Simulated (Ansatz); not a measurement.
Relaxation of N-butylpyridinium iodide, `CCCC[n+]1ccccc1.[I-]` (charge 0, singlet) with RKS PBE0-D4/def2-SVP in Ansatz.

Positions (Å) and forces (eV/Å) at steps 13, 14 of 14:

```xyz
25
step=13 energy=-19132.2924 eV
C    -3.719    0.320    0.878    0.013    0.003    0.006
C    -2.744   -0.234   -0.150    0.005    0.003   -0.008
C    -1.292   -0.102    0.290   -0.008   -0.009   -0.001
C    -0.335   -0.676   -0.745   -0.016    0.004   -0.010
N     1.072   -0.407   -0.438    0.021    0.019    0.008
C     1.761    0.492   -1.189    0.000   -0.025    0.013
C     3.136    0.685   -0.926   -0.022   -0.016   -0.015
C     3.713    0.102    0.172   -0.006    0.017    0.018
C     2.920   -0.699    1.031   -0.004   -0.005   -0.014
C     1.615   -0.930    0.696    0.012    0.010   -0.018
H    -3.631   -0.211    1.841   -0.008    0.026   -0.041
H    -4.761    0.221    0.535    0.015    0.005    0.016
H    -3.527    1.388    1.068   -0.008   -0.048   -0.004
H    -2.980   -1.295   -0.357    0.005    0.045    0.003
H    -2.877    0.302   -1.108    0.007   -0.029    0.042
H    -1.152   -0.614    1.259   -0.003    0.020   -0.027
H    -1.035    0.961    0.440   -0.004   -0.023    0.003
H    -0.462   -1.767   -0.849    0.000    0.013    0.000
H    -0.536   -0.225   -1.726    0.005   -0.008    0.017
H     1.323    0.753   -2.149    0.002    0.001    0.012
H     3.697    1.337   -1.596    0.000    0.002    0.005
H     4.770    0.263    0.392   -0.006   -0.006    0.001
H     3.332   -1.150    1.934   -0.001    0.005   -0.006
H     0.956   -1.562    1.292    0.000    0.003    0.001
I     0.756    3.050   -0.591    0.002   -0.007   -0.001
25
step=14 energy=-19132.2927 eV
C    -3.717    0.317    0.882    0.018   -0.007   -0.016
C    -2.743   -0.226   -0.152    0.005    0.010    0.008
C    -1.291   -0.107    0.291   -0.008   -0.008   -0.006
C    -0.335   -0.676   -0.747   -0.014    0.007    0.002
N     1.072   -0.410   -0.439    0.019    0.015    0.004
C     1.763    0.484   -1.195    0.005   -0.014    0.029
C     3.137    0.682   -0.928   -0.020   -0.009   -0.016
C     3.711    0.108    0.177   -0.002   -0.026   -0.002
C     2.917   -0.692    1.035   -0.008    0.014   -0.007
C     1.613   -0.927    0.698    0.013    0.008   -0.016
H    -3.635   -0.229    1.836   -0.006    0.004   -0.003
H    -4.758    0.230    0.537    0.002    0.002    0.007
H    -3.519    1.380    1.089   -0.002   -0.007    0.000
H    -2.983   -1.283   -0.374    0.001    0.009    0.000
H    -2.871    0.323   -1.101    0.001   -0.006    0.005
H    -1.155   -0.630    1.255    0.001    0.005   -0.003
H    -1.029    0.952    0.452    0.001   -0.005    0.001
H    -0.463   -1.766   -0.857    0.001    0.001   -0.002
H    -0.537   -0.219   -1.725    0.002   -0.003    0.002
H     1.328    0.740   -2.156    0.000    0.002    0.002
H     3.699    1.330   -1.600   -0.002    0.005    0.004
H     4.768    0.270    0.397   -0.007    0.006    0.008
H     3.327   -1.140    1.940    0.000    0.003    0.000
H     0.953   -1.555    1.296    0.001   -0.001   -0.001
I     0.748    3.043   -0.612    0.000   -0.004   -0.003
```

In the def2 sets I takes a core potential; there is no spin–orbit coupling.
